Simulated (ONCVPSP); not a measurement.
# F (Z = 9), ONCV: configuration errors across variants

ONCVPSP 4.0.1 input, shortened (lines: element, Z, core and valence counts, functional; n l f; lmax; l rc ep ncon nbas qcut; lloc lpopt rc5 dvloc0; l nproj debl; icmod fcfact rcfact), PBE, scalar-relativistic:

```
  F 9.00    1    2        4      upf
    1    0    2.00
    2    0    2.00
    2    1    4.00
    2
    0    0.65    0.00    3    6    9.60
    1    1.30    0.00    4    7   10.80
    2    1.25    0.12    4    9    8.50
    4    5    0.65   -1.00
    0    1    1.80
    1    2    2.10
    2    1    0.90
    3    4.00    1.70
```

All-electron excitation energies from the reference (eV): (1) 2s2 2p5 -19.390; (2) 2s2 2p3 38.385; (3) 2s2 2p2 99.022; (4) 2s2 2p1 184.823.

1 further variants failed, have other tests or another functional or relativity, and are left out.

Errors AE − PS in meV (a dash: test not solved or not reliable):

```csv
change,(1),(2),(3),(4),bound ghosts,GHOST(+) flags above zero
base,+23,+67,+424,+1399,none,none
p: rc 1.26,+21,+60,+384,+1273,none,none
s: qcut 11.8; p: qcut 13.3; d: qcut 10.5,+16,+45,+291,+974,none,none
d: qcut 9.7,+23,+67,+424,+1399,none,none
```

(1) Give the same row for: local potential polynomial inside 0.65 bohr (lpopt 5, dvloc0 6 Ha).

## Answers

(1) +23, +66, +419, +1385; bound ghosts: none; GHOST(+) flags above zero: none.
